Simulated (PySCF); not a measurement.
Species: BGeH₉O₂Si₂.
Z-matrix (Å and degrees, PBE0-D3(BJ)/def2-SVP geometry), rows numbered from 1:
```
O 
B   1  1.3586
O   2  1.3629  1  124.35
Si  2  2.0363  1  118.91  3  -179.89
Si  4  2.3563  2  111.99  1  -178.89
Ge  5  2.3871  4  114.43  2    -4.52
H   1  0.9649  2  115.52  3     0.02
H   3  0.9649  2  116.36  1    -0.09
H   4  1.4995  2  110.32  1   -57.67
H   4  1.4996  2  110.22  1    60.16
H   5  1.4990  4  110.05  2   116.68
H   5  1.4989  4  110.00  2  -125.59
H   6  1.5397  5  111.66  4   -58.49
H   6  1.5393  5  111.65  4    63.70
H   6  1.5451  5  108.93  4  -177.38
```

Computed with core-valence-separated Tamm–Dancoff BHandHLYP/aug-pcX-1 (pcseg-1 on H, def2-SVPD on Ge, def2-SVPD on Si) in PySCF, non-relativistic, gas phase, PBE0-D3(BJ)/def2-SVP geometry. The energies are unshifted.

Problem. List the boron K-edge absorption lines.

Solution. 
| E (eV) | f | core hole on | main final orbital |
| --- | --- | --- | --- |
| 188.62 | 0.0821 | B2 | LUMO+1 (52 %) |
| 191.30 | 0.0003 | B2 | LUMO (93 %) |
| 192.15 | 0.0135 | B2 | LUMO+2 (69 %) |
| 192.51 | 0.0148 | B2 | LUMO+3 (61 %) |
| 192.93 | 0.0111 | B2 | LUMO+1 (47 %) |
| 193.06 | 0.0035 | B2 | LUMO+4 (50 %) |
| 193.29 | 0.0001 | B2 | LUMO+5 (92 %) |

The first line with a tenth or more of the strongest one's intensity is at 188.62 eV (f = 0.082), with the hole on B2 (three-coordinate boron). It is also the strongest listed.

Problem. List the oxygen K-edge absorption lines.

Solution. 
```json
{"E (eV)": "532.06", "f": "0.0217", "core hole on": "O1", "main final orbital": "LUMO (67 %)"}
{"E (eV)": "532.12", "f": "0.0240", "core hole on": "O3", "main final orbital": "LUMO (63 %)"}
{"E (eV)": "532.45", "f": "0.0209", "core hole on": "O3", "main final orbital": "LUMO+1 (73 %)"}
{"E (eV)": "532.54", "f": "0.0217", "core hole on": "O1", "main final orbital": "LUMO+1 (62 %)"}
{"E (eV)": "534.60", "f": "0.0022", "core hole on": "O1", "main final orbital": "LUMO+3 (46 %)"}
{"E (eV)": "534.71", "f": "0.0009", "core hole on": "O3", "main final orbital": "LUMO+2 (66 %)"}
{"E (eV)": "534.93", "f": "0.0087", "core hole on": "O1/O3", "main final orbital": "LUMO+3 (2 roots, f summed)"}
{"E (eV)": "535.36", "f": "0.0019", "core hole on": "O1", "main final orbital": "LUMO+5 (84 %)"}
{"E (eV)": "535.46", "f": "0.0033", "core hole on": "O3", "main final orbital": "LUMO+4/LUMO+5 (2 roots, f summed)"}
```

The first line with a tenth or more of the strongest one's intensity is at 532.06 eV (f = 0.022), with the hole on O1 (boron-bound oxygen). The strongest listed is at 532.12 eV (f = 0.024; O3).

Roots within 0.03 eV whose holes lie on the same, on equivalent or on shared atoms are summed into one line, and the highest roots are left out, as the search may have cut off their partners. Final orbitals are the ground state's empty Kohn–Sham orbitals.

Problem. What length of transition dipole belongs to the line at 192.51 eV?

Solution. From f = (2/3) ΔE |μ|² in atomic units, with ΔE = 7.075 Eh and f = 0.0148: |μ| = 0.056 au = 0.14 D.

The list ends where the root search ended, not at a threshold. Relativistic effects, spin–orbit coupling among them, are left out although an element past zinc is present.

One conformer stands for the species.
